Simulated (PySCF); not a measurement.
## Dipole moment and polarisability of Cd(CCH)2

Compound: Cd(CCH)2, C₄H₂Cd (singlet state).
Structure used (PBE0-D3(BJ)/def2-SVP), in Å, numbered top down from 1:
```xyz
7
C4H2Cd angstrom
Cd    -0.011   -0.005    0.000
C     -0.003   -0.022    2.030
C      0.005   -0.029    3.250
H      0.012   -0.036    4.326
C     -0.009    0.017   -2.030
C      0.000    0.031   -3.250
H      0.007    0.043   -4.326
```

Level: CAM-B3LYP/def2-SVPD (PySCF), static field, nuclei fixed, core orbitals frozen in the response. The polarisability tensor in these axes (au):

```
x    46.53   0.00   0.03
y     0.00  46.53  -0.62
z     0.03  -0.62 116.16
```

Give the principal values, the mean and the anisotropy Δα = √{½[(α1 − α2)² + (α2 − α3)² + (α1 − α3)²]}.

Principal values 46.53, 46.53 and 116.16 au; mean 69.74 au = 10.33 Å³ = 11.50 × 10⁻⁴⁰ C²·m²/J; Δα = 69.63 au (100 % of the mean).

What is the dipole moment?

0.00 D; point group D∞h allows none.

Rayleigh depolarisation ratio (linearly polarised light, static tensor)?

ρ = 3Δα²/(45ᾱ² + 4Δα²) = 14546.7/(218853 + 19395.6) = 0.0611.

What would n − 1 = 2πNα be for an ideal gas of these molecules at 273.15 K and 1 atm, electronic part alone?

N = p/kT = 2.6868 × 10¹⁹ cm⁻³, so n − 1 = 2π × N × 10.33 × 10⁻²⁴ cm³ = 1745 × 10⁻⁶ at long wavelengths, for an ideal gas.

What molar refraction does this α imply?

Lorentz–Lorenz: R = (4π/3)N_A α = 2.5225 cm³/(mol·Å³) × 10.33 Å³ = 26.1 cm³/mol, in the limit of long wavelengths.

Find the Langevin capture rate constant for NO+ (29.998 u) meeting this molecule (163.919 u), k = 2.342 × 10⁻⁹ cm³/s × √(α in Å³ / reduced mass in u).

The reduced mass is 25.36 u, so k = 1.50 × 10⁻⁹ cm³/s.

Geometry: PBE0-D3(BJ)/def2-SVP; no solvent, vibrations or thermal averaging. Atoms past krypton carry effective core potentials; spin–orbit coupling is left out.

These values come from a run that also computed excited states and ΔSCF ions. Hardware: one thread, x86-64 server, on a shared host. Cost: 43 s.
